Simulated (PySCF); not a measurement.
B(AsH2)2(H) (As₂BH₅), SMILES B([AsH2])[AsH2].

Coordinates come from a B3LYP-D3(BJ)/def2-SVP optimisation. This is a generated structure with no PubChem entry under its InChIKey; it may be hypothetical.

All values below come from r2SCAN/def2-TZVPD (PySCF).

Task: Estimate the frontier levels, gap, dipole moment and polarisability. (Estimate from the structure and the level; the computed values follow.)

Result: 
| Property | Result |
|---|---|
| highest occupied level | -6.59 eV |
| lowest empty level | -2.64 eV |
| orbital gap | 3.95 eV |
| dipole moment | 0.02 D |
| quadrupole, principal values (traceless, Buckingham form, about the centre of nuclear charge) | -5.20, 1.89, 3.31 D·Å |
| mean static polarisability | 86.7 bohr³ (12.85 Å³) |
| polarisability, principal values | 68.2, 75.5, 116.5 bohr³ |
